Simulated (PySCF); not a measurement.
tin monoxide (OSn), SMILES [Sn]=[O] (connectivity only; charge and spin as stated), neutral, multiplicity 1. Atoms are numbered in the order given.

```xyz
2

Sn     0.0000     0.0000    -0.2507
O      0.0000     0.0000     1.5671
```

The structure is a stationary point at PBE0-D3(BJ)/def2-TZVP. The def2 effective core potentials stand for the cores of Sn; spin–orbit coupling is left out.

All values below come from IEF-PCM-PBE0/def2-TZVPD (PySCF).

The values are the electrostatic part of the solvation free energy, E(continuum) − E(gas) at the gas-phase geometry, in a cavity of scaled van der Waals radii (PySCF's table); cavitation and dispersion terms are not included. A continuum can't describe solvent molecules that bind to the metal. In vacuum the orbital gap is 5.38 eV. The dipole moment in vacuum is 4.36 D.

```csv
solvent,ε,ΔG(elec) (kcal/mol),dipole (D),gap (eV)
water,78.36,-11.7,6.30,5.75
cyclohexanone,15.62,-10.6,6.12,5.72
tetrahydrofuran,7.43,-9.3,5.89,5.67
```
